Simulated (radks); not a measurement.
Values are calculated unless marked as measured or tabulated.
Species: Fe3+. Configuration: [Ar] 3d5 (the NIST ground configuration).

Code: a radial shooting solver on a logarithmic mesh with Libxc functionals. Model: Dirac Kohn-Sham, BLYP, spin-unpolarised, spherical densities, finite nucleus; open shells fill j = l - 1/2 first; Fermi nuclear charge, rms radius 3.7377 fm.

Energy parts (eV):
| part | energy |
|---|---|
| total | -34575.551 |
| kinetic | 35060.357 |
| electron-nucleus | -81885.761 |
| Hartree | 13744.289 |
| exchange-correlation | -1494.437 |

Orbitals (lengths in bohr, moments of r in powers of bohr; r(max) is where P^2 peaks):
orbital  occ.  eigenvalue (eV)   r(max)     <r^2>  <1/r>
1s1/2       2        -7037.679  0.03826  0.004595  25.98
2s1/2       2        -857.7331   0.2225   0.08411  5.579
2p1/2       2        -745.0378   0.1780   0.06707  5.527
2p3/2       4        -732.5448   0.1805   0.06870  5.428
3s1/2       2        -130.8773   0.6986    0.7457  1.765
3p1/2       2         -97.8291   0.7048    0.8279  1.643
3p3/2       4         -96.2412   0.7119    0.8452  1.621
3d3/2       4         -43.2628   0.6918     1.238  1.313
3d5/2       1         -43.0848   0.6941     1.247  1.308

The highest occupied level is 3d5/2 at -43.085 eV. Summed over all electrons, <r^2> = 13.31 bohr^2, which gives a Langevin (diamagnetic) susceptibility term of -10.5 x 10^-6 cm^3/mol. The density falls to 0.001 e/bohr^3 at r = 2.76 bohr.
